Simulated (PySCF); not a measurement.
SMILES [NH2][Sn][SH] (CAM-B3LYP/def2-SVP optimised geometry):

```
6

Sn    -0.793    -0.652     0.000
N     -0.887     1.366     0.000
H     -1.764     1.878     0.001
H     -0.092     1.998    -0.001
S      1.670    -0.652     0.000
H      1.764    -1.998    -0.003
```

Method: CAM-B3LYP/def2-TZVP, def2 effective core potentials past Kr (PySCF).

Problem. What are the frontier orbital energies and the dipole moment?

Solution. HOMO-2 -9.18 eV, HOMO-1 -8.23 eV, HOMO -8.13 eV, LUMO -0.95 eV, LUMO+1 0.38 eV; dipole moment 2.17 D.

On the same geometry PBE/def2-TZVP, def2 effective core potentials past Kr (PySCF) gives HOMO-2 -6.50 eV, HOMO-1 -5.94 eV, HOMO -5.74 eV, LUMO -2.48 eV, LUMO+1 -1.10 eV; dipole moment 1.92 D.
